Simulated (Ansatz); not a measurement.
System: CH₄ClSi, charge 0, doublet. CH4ClSi (SMILES [CH2][SiH2]Cl, doublet).
B3LYP-D3(BJ)/def2-TZVP minimum from Ansatz (a first-principles code):
```xyz
7

Si    -0.7224     0.0679    -0.2976
Cl     1.2726     0.6005    -0.0391
C     -1.1130    -1.4045     0.7222
H     -1.5319     1.2303     0.1172
H     -0.9054    -0.2181    -1.7340
H     -0.9671    -2.4164     0.3620
H     -1.4381    -1.3278     1.7534
```
Charge 0, spin multiplicity 2.

Total energies in hartree (Ansatz). Radicals and triplets start from unrestricted determinants; spin-orbit coupling is neglected. Cores are frozen in correlated methods. No relativity. Where a partner has so few electrons that a lower coupled-cluster level is exact, that level stands in.

```tsv
species	HF/cc-pV(T+d)Z	CCSD(T)/cc-pV(T+d)Z	HF/cc-pV(Q+d)Z	CCSD(T)/cc-pV(Q+d)Z	CCSD(T)/cc-pV(D+d)Z	CCSDT(Q)/cc-pV(D+d)Z
1: CH4ClSi (SMILES [CH2][SiH2]Cl, doublet)	-788.69753	-789.21919	-788.70740	-789.26648	-789.06310	-789.06486
2: Si (triplet)	-288.85649	-288.93344	-288.85845	-288.93781	-288.91643	-288.91690
3: Cl (doublet)	-459.48556	-459.67356	-459.48916	-459.69449	-459.60403	-459.60445
4: C (triplet)	-37.69157	-37.78076	-37.69331	-37.78654	-37.76038	-37.76071
5: H (doublet)	-0.49981	-0.49981	-0.49995	-0.49995	-0.49928	-0.49928
```

Question: Work out the atomisation energy (electronic, to ground-state atoms) in kcal/mol: take Hartree-Fock from cc-pV(Q+d)Z, extrapolate the CCSD(T) correlation energy as X^-3 (X = 3, 4), and add CCSDT(Q) - CCSD(T) in cc-pV(D+d)Z. 1 hartree = 627.51 kcal/mol.

Answer: 
Species 1: correlation (64·(-0.55908) - 27·(-0.52166))/37 = -0.58639; step -0.00176; E1 = -788.70740 + (-0.58639) + (-0.00176) = -789.29555
Species 2: correlation (64·(-0.07936) - 27·(-0.07695))/37 = -0.08112; step -0.00047; E2 = -288.85845 + (-0.08112) + (-0.00047) = -288.94004
Species 3: correlation (64·(-0.20533) - 27·(-0.18800))/37 = -0.21798; step -0.00042; E3 = -459.48916 + (-0.21798) + (-0.00042) = -459.70756
Species 4: correlation (64·(-0.09323) - 27·(-0.08919))/37 = -0.09618; step -0.00033; E4 = -37.69331 + (-0.09618) + (-0.00033) = -37.78982
Species 5: correlation (64·(0.00000) - 27·(0.00000))/37 = 0.00000; step +0.00000; E5 = -0.49995 + (0.00000) + (+0.00000) = -0.49995
-1·E1 +1·E2 +1·E3 +1·E4 +4·E5 = 0.85833 hartree = 538.6 kcal/mol.
